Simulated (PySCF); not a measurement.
B(OH)2(PH2) (BH₄O₂P), SMILES PB(O)O. The structure is a stationary point at B3LYP-D3(BJ)/def2-SVP. One conformer was computed; it need not be the lowest.

Give the equilibrium geometry at B3LYP-D3(BJ)/def2-SVP (PySCF confirms it by a frequency run) as Cartesian coordinates in Å, and its point group. (An estimate is asked for; the answer gives what the named calculation found.)

Several could match; the one computed here: point group Cs.
```xyz
8

B     -0.5016    -0.0116     0.0000
O     -1.1354    -0.0074    -1.2080
H     -2.1012     0.0087    -1.1729
O     -1.1354    -0.0074     1.2080
H     -2.1012     0.0087     1.1729
P      1.4377     0.1193     0.0000
H      1.6553    -0.8153     1.0548
H      1.6553    -0.8153    -1.0548
```
Charge 0, spin multiplicity 1.
